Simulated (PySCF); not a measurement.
```xyz
9

C     -1.1762     0.1185    -0.0244
O     -0.1071    -0.9065     0.0462
C      1.1177    -0.6057     0.0494
O      1.6341     0.5634    -0.0036
H     -2.0917    -0.4623    -0.0116
H     -1.1035     0.7547     0.8574
H     -1.0712     0.6635    -0.9622
H      1.8241    -1.4308     0.1030
H      1.0031     1.3091    -0.0514
```

Charge 1, multiplicity 1.

Problem. Give the Mulliken and meta-Löwdin atomic charges from PBE-D3(BJ)/def2-TZVP // TPSSh-D3(BJ)/def2-TZVP (PySCF).

Solution. 
| atom | Mulliken (e) | meta-Löwdin (e) |
|---|---|---|
| C1 | -0.31 | -0.16 |
| O2 | -0.02 | -0.15 |
| C3 | 0.27 | 0.45 |
| O4 | -0.16 | -0.27 |
| H5 | 0.21 | 0.20 |
| H6 | 0.20 | 0.16 |
| H7 | 0.20 | 0.16 |
| H8 | 0.23 | 0.21 |
| H9 | 0.37 | 0.40 |
